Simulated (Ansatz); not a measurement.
`[GeH3][O][CH2][InH2]` + HI → `[InH2][I]` + `C[O][GeH3]` at 700 K and 1 bar (ligand exchange at the In–C bond).

Calculated with Ansatz (gas phase, PBE0-D4/def2-TZVP geometries, no zero-point term in ΔE). CCSD(T)/CBS is the MP2 limit (def2-TZVPP, def2-QZVPP) plus CCSD(T) − MP2 in def2-TZVPP, frozen cores. def2 core potentials past Kr. For Ge, I, In outer-core shells are correlated without core-valence functions, which leaves a few kJ/mol of doubt a bond. Scalar relativity is left out up to krypton. One conformer a species, not always the lowest.

```tsv
species	CCSD(T)/CBS energy (Eh)	H − E (kJ/mol)	S (J/(mol·K))
`[GeH3][O][CH2][InH2]`	-2383.31100	259.3	523.1
HI	-298.03592	34.6	231.7
`[InH2][I]`	-488.48444	71.4	349.5
`C[O][GeH3]`	-2192.93708	231.6	399.1
```

H − E and S are ideal-gas, rigid-rotor, harmonic terms from PBE0-D4/def2-TZVP, for one conformer and one mirror image of each species. 1 Eh = 2625.50 kJ/mol, R = 8.31446 J/(mol·K).

Q: By hand: ΔE, ΔH, ΔS and ΔG.

A: ΔE = (-488.48444) + (-2192.93708) − (-2383.31100) − (-298.03592) = -0.07460 Eh = -195.9 kJ/mol. Δ(H − E) = 71.4 + 231.6 − 259.3 − 34.6 = 9.1, so ΔH = -186.8 kJ/mol. ΔS = 349.5 + 399.1 − 523.1 − 231.7 = -6.2 J/(mol·K). ΔG = -186.8 − 700 × (-6.2)/1000 = -182.5 kJ/mol.

Q: By hand: the equilibrium constant, and the temperature at which ΔG would vanish if ΔH and ΔS stayed fixed.

A: log₁₀ K = −ΔG/(RT ln 10) = 13.6. ΔG = 0 at ΔH/ΔS = 30129 K, far beyond where these terms or the molecules hold.

The number of gas molecules stays the same, so ΔS is small and ΔH decides. A doubt of 5 kJ/mol in ΔE shifts log₁₀ K by 0.4 here. Other conformers and mirror images would add mixing entropy, several J/(mol·K) or more a flexible species. Modes under 60 cm⁻¹, often nearly free rotors, make the harmonic entropy too high. These are equilibria of isolated gas molecules and say nothing of rates. Largest T1 diagnostic: 0.013 (customary marks: 0.02 for closed shells, 0.045 for open ones).
